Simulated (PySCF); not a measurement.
CH₈ClFSi₃, SMILES C[Si@H](Cl)[Si@@H](F)[SiH3]. Atoms are numbered in the order given.

```xyz
14

C      1.8408    -1.3912     0.9986
Si     1.4053    -0.0473    -0.2341
Cl     1.2672     1.7999     0.7657
Si    -0.7741    -0.3101    -1.0609
F     -0.9899    -1.8788    -1.5084
Si    -2.2815     0.2183     0.6687
H      2.8256    -1.2056     1.4549
H      1.0873    -1.4397     1.7998
H      1.8676    -2.3678     0.4876
H      2.4626     0.0852    -1.2753
H     -1.0194     0.5436    -2.2606
H     -1.8255    -0.4264     1.9352
H     -2.3233     1.6963     0.8558
H     -3.6495    -0.2785     0.3388
```
Charge 0, spin multiplicity 1.

The structure is a stationary point at B3LYP-D3(BJ)/def2-SVP. The structure was generated by enumeration; whether it is a known compound was not checked. The values are those of a single conformer.

Method: PBE/def2-TZVP in PySCF.

ESP charges are fitted to the potential on shells at 1.4 to 2.0 van der Waals radii. Atomic charges (e):

```tsv
atom	Löwdin	ESP fit	IAO
C1	-0.46	-0.57	-0.72
Si2	-0.11	0.29	0.64
Cl3	0.20	-0.18	-0.32
Si4	-0.01	0.29	0.63
F5	-0.02	-0.22	-0.52
Si6	0.10	0.00	0.23
H7	0.14	0.18	0.17
H8	0.14	0.16	0.17
H9	0.14	0.18	0.17
H10	-0.02	-0.05	-0.10
H11	-0.02	-0.06	-0.10
H12	-0.02	0.00	-0.09
H13	-0.02	-0.01	-0.08
H14	-0.02	0.00	-0.08
```

Computed Mayer and Wiberg (Löwdin basis) orders of the bonds:
```json
[
 {"bond": "C1–Si2", "Mayer": "1.01", "Wiberg": "1.26"},
 {"bond": "Si2–Cl3", "Mayer": "1.10", "Wiberg": "1.72"},
 {"bond": "Si2–Si4", "Mayer": "0.91", "Wiberg": "1.05"},
 {"bond": "Si4–F5", "Mayer": "1.08", "Wiberg": "1.68"},
 {"bond": "Si4–Si6", "Mayer": "0.93", "Wiberg": "1.13"},
 {"bond": "C1–H7", "Mayer": "0.94", "Wiberg": "0.89"},
 {"bond": "C1–H8", "Mayer": "0.94", "Wiberg": "0.90"},
 {"bond": "C1–H9", "Mayer": "0.93", "Wiberg": "0.89"},
 {"bond": "Si2–H10", "Mayer": "0.92", "Wiberg": "0.90"},
 {"bond": "Si4–H11", "Mayer": "0.89", "Wiberg": "0.91"},
 {"bond": "Si6–H12", "Mayer": "0.93", "Wiberg": "0.96"},
 {"bond": "Si6–H13", "Mayer": "0.93", "Wiberg": "0.96"},
 {"bond": "Si6–H14", "Mayer": "0.94", "Wiberg": "0.95"}
]
```
